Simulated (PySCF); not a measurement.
**Broadened absorption spectrum of SnEt3I**

SnEt3I, C6H15ISn.
SMILES: `C[CH2][Sn]([I])([CH2]C)[CH2]C`

Computed with TDDFT CAM-B3LYP/def2-SVPD, vertical, gas phase, core orbitals frozen in the response, def2 core potentials past Kr (PySCF). Geometry: PBE0-D3(BJ)/def2-SVP, one conformer, isolated molecule. Spin–orbit coupling is left out.

Each state is given a Gaussian of 0.5 eV full width at half maximum, with ε(max) = 2.175×10⁸ f / Δν̃ (Δν̃ the width in cm⁻¹). The width is an assumption, not a result. The curve ends short of the highest state used, and states not computed would add to its high-energy end.

E (eV), ε (L mol⁻¹ cm⁻¹) and a bar:
```
     4.51          5 
     4.58         16 
     4.64         39 
     4.70         86 
     4.77        196 #
     4.83        363 #
     4.89        620 ##
     4.96       1047 ####
     5.02       1506 ######
     5.08       1998 ########
     5.15       2513 ##########
     5.21       2806 ###########
     5.27       2892 ############
     5.34       2709 ###########
     5.40       2348 #########
     5.46       1880 ########
     5.53       1311 #####
     5.59        883 ####
     5.66        504 ##
     5.72        288 #
     5.78        159 #
     5.85         92 
     5.91         97 
     5.97        168 #
     6.04        383 ##
     6.10        762 ###
     6.16       1444 ######
     6.23       2831 ###########
     6.29       4724 ###################
     6.35       7419 ##############################
```

Question: Where are the band maxima, and which computed states make them?

Answer: 236 nm (5.26 eV), ε about 2900, made up of S1 (50%) and S2 (50%) (ε in L mol⁻¹ cm⁻¹; maxima over ε = 5, shares over 10%). At its high-energy end, 6.35 eV, the curve is still rising (ε about 7400, from S5, S6 and S7). The states used: S1 5.26 eV (f 0.027); S2 5.26 eV (f 0.027); S3 6.42 eV (f 0.0053); S4 6.43 eV (f 0.0059); S5 6.64 eV (f 0.129); S6 6.65 eV (f 0.133); S7 6.83 eV (f 0.353); S8 6.95 eV (f 0.0010); S9 6.95 eV (f 0.0014).

Question: On this curve, what absorbance would a 10⁻⁴ mol/L sample give at 248 nm over a 1 cm path?

Answer: 248 nm is 4.999 eV, where ε is about 1300 L mol⁻¹ cm⁻¹, so A = ε c l ≈ 0.13 (Beer–Lambert, with the gas-phase spectrum and the assumed width).

Question: Coming from long wavelengths, where does ε first pass 100 L mol⁻¹ cm⁻¹?

Answer: At about 263 nm (4.71 eV), 0.55 eV below S1.

Question: What would ε be at 5.26 eV, the highest of these maxima, with half the width (0.25 eV)?

Answer: About 5790 L mol⁻¹ cm⁻¹ against 2890, a factor of about 2.00; a lone state at its own centre would give exactly 2.
